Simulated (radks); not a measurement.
The numbers below are computed, except where a source is named.
Initial-state core-level shifts of the platinum ion Pt3+ when its valence configuration changes from [Xe] 4f14 5d7. Code: a radial shooting solver on a logarithmic mesh with Libxc functionals. Model: Dirac Kohn-Sham, LDA (Slater exchange, Perdew-Wang correlation), spin-unpolarised, spherical densities, finite nucleus; open shells fill j = l - 1/2 first; Fermi nuclear charge, rms radius 5.427 fm. Shifts are changes of the shell-averaged eigenvalues in eV (positive: less bound); the change of the density at the nucleus, which sets a Mossbauer isomer shift, is in e/bohr^3, on a base of 1.966e+06.

valence                1s       3s       3d       5s  density at nucleus
4f14 5d6 6p1       -5.050   -5.200   -5.224   -4.861               +28.7
4f14 5d5 6p2      -10.207  -10.517  -10.567   -9.757               +61.6
4f12 5d9          -24.941  -31.279  -30.850   -9.357              +286.6
4f13 5d7 6s1      -16.321  -19.536  -19.352   -8.582              +381.3
4f14 5d5 6s1 6p1   -9.116   -9.410   -9.462   -8.683              +279.6
4f13 5d8          -12.249  -15.320  -15.110   -4.723              +139.9
4f13 5d7 6p1      -17.447  -20.673  -20.487   -9.694              +169.6
4f13 5d5 6s1 6p2  -27.091  -30.634  -30.511  -18.667              +481.8
4f13 5d6 6s1 6p1  -21.657  -25.031  -24.875  -13.617              +428.6
